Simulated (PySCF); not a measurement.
One of the candidates below gave these computed data.

All candidates are C4H10O2S.

| technique | computed result |
| --- | --- |
| 1H NMR | chemical shifts (computed TMS as zero) by class: 2.65 (1 H), 2.58 (3 H), 1.36 (6 H) ppm [GIAO PBE0/pcSseg-1] |
| 13C NMR | chemical shifts (computed TMS as zero) by class: 62.3 (1 C), 44.9 (1 C), 15.5 (2 C) ppm [GIAO PBE0/pcSseg-1] |
| Dipole | 4.56 D [PBE0/pcSseg-1] |
| NMR, other nuclei | isotropic shieldings of nuclei other than C and H, by class: 141 (2 O), 192 (1 S) ppm [GIAO PBE0/pcSseg-1] |
| Rotational structure | rotational constants A, B, C: 3.017, 2.024, 1.663 GHz [GFN2-xTB] |

The electronic properties come from PySCF, for the isolated species, density fitting. Levels stand in brackets. The structure is a single GFN2-xTB conformer in the gas phase; no vibrational or solvent corrections. NMR classes are plain means over equivalent atoms (diastereotopic ones count apart unless rotation or inversion swaps them), as if these changed places fast.

**Question.** Which candidate is it?
A. `CC(C)S(C)(=O)=O`
B. `CCS(=O)(=O)CC`
C. `CO[C@@H](C)[S@@](C)=O`

**Answer.** A. It is `CC(C)S(C)(=O)=O`. Numbering: `[CH3:1][CH:2]([CH3:3])[S:4]([CH3:5])(=[O:6])=[O:7]`. 4 carbons fall into 3 classes; from least to most shielded: sp3 carbon bound to sulfur [C2] (62.3 ppm), S-methyl carbon [C5] (44.9 ppm), methyl carbon [C1/C3] (15.5 ppm, 2 C, up to 4.4 ppm apart in this geometry). Hydrogen classes from least to most shielded: 1 H on an sp3 carbon bound to sulfur, C2 (2.65 ppm), 3 H on an S-methyl carbon, C5 (2.58 ppm, a mean of values up to 0.7 ppm apart in this geometry), 6 H on 2 methyl carbons, C1/C3 (1.36 ppm, a mean of values up to 0.9 ppm apart in this geometry). The other shieldings belong to: 141 ppm, sulfonyl oxygen [O6/O7]; 192 ppm, sulfonyl sulfur [S4]. The optimised geometry has point group C1 and is an asymmetric top.

The others, at the same levels:
- `CCS(=O)(=O)CC` fails: it has 2 carbon classes against 3; its computed 13C shifts are 56.6 (2 C), 5.2 (2 C) ppm, 1H shifts are 2.58 (4 H), 1.61 (6 H) ppm and rotational constant A is 4.362 GHz (against 3.017 GHz).
- `CO[C@@H](C)[S@@](C)=O` fails: it has 4 carbon classes against 3; its computed 13C shifts are 100.1 (1 C), 63.0 (1 C), 34.8 (1 C), 17.3 (1 C) ppm, 1H shifts are 4.37 (1 H), 4.20 (3 H), 2.48 (3 H), 0.98 (3 H) ppm and rotational constant A is 2.549 GHz (against 3.017 GHz).

Each candidate is one conformer, not necessarily the lowest. Dipoles, sizes and rotational constants follow the conformer. The torsions of the flexible species, by atom-mapped SMILES:
- `[CH3:1][CH:2]([CH3:3])[S:4]([CH3:5])(=[O:6])=[O:7]`: C1–C2–S4–C5 177°
- `[CH3:1][CH2:2][S:3](=[O:4])(=[O:5])[CH2:6][CH3:7]`: C1–C2–S3–O4 -64°, C2–S3–C6–C7 180°
- `[CH3:1][O:2][C@@H:3]([CH3:4])[S@@:5]([CH3:6])=[O:7]`: C1–O2–C3–C4 160°, O2–C3–S5–C6 -45°
